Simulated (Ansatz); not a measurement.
Cl₃Sn (SMILES [Cl][Sn-]([Cl])[Cl]), charge -1, singlet, at a GFN2-xTB geometry (such geometries of metal compounds can be far from the true shape) (core potentials on Sn) (a gas-phase anion, which may not be bound at this level). Base run: BLYP/def2-SVP (Ansatz, a quantum-chemistry and plane-wave program).

Geometry (Å):
```xyz
4

Sn    -0.0002     0.0056     0.5781
Cl    -1.9426    -1.0679    -0.5573
Cl     0.0516     2.2081    -0.5882
Cl     1.8917    -1.1568    -0.5548
```
Charge -1, spin multiplicity 1.
All else is at Ansatz's defaults.

The base run was repeated with changes; each row names its change, and settings that it needs were set with it.

```json
[
 {"change": "base", "basis functions": "80", "E (Eh)": "-1594.64003"},
 {"change": "basis = STO-3G", "basis functions": "[?]", "E (Eh)": "[?]"},
 {"change": "basis = 3-21G", "basis functions": "[?]", "E (Eh)": "[?]"},
 {"change": "basis = def2-SV(P)", "basis functions": "80", "E (Eh)": "-1594.64003"},
 {"change": "basis = def2-SVPD", "basis functions": "113", "E (Eh)": "-1594.69525"},
 {"change": "basis = def2-TZVP", "basis functions": "161", "E (Eh)": "-1595.15333"},
 {"change": "basis = def2-TZVPP", "basis functions": "176", "E (Eh)": "-1595.15340"},
 {"change": "basis = def2-TZVPD", "basis functions": "[?]", "E (Eh)": "[?]"},
 {"change": "basis = def2-QZVPP", "basis functions": "292", "E (Eh)": "-1595.20638"},
 {"change": "basis = def2-QZVP", "basis functions": "292", "E (Eh)": "-1595.20638"}
]
```

Problem. Some entries are withheld; supply them.

Solution. 
- basis = STO-3G, basis functions: 54
- basis = STO-3G, E (Eh): -7330.75402
- basis = 3-21G, basis functions: 72
- basis = 3-21G, E (Eh): -7373.45533
- basis = def2-TZVPD, basis functions: 194
- basis = def2-TZVPD, E (Eh): -1595.16132

Totals compare only among sets that treat the same electrons; sets with core potentials leave the core out.

A gas-phase anion may not be bound at this level; its values then depend on the basis.
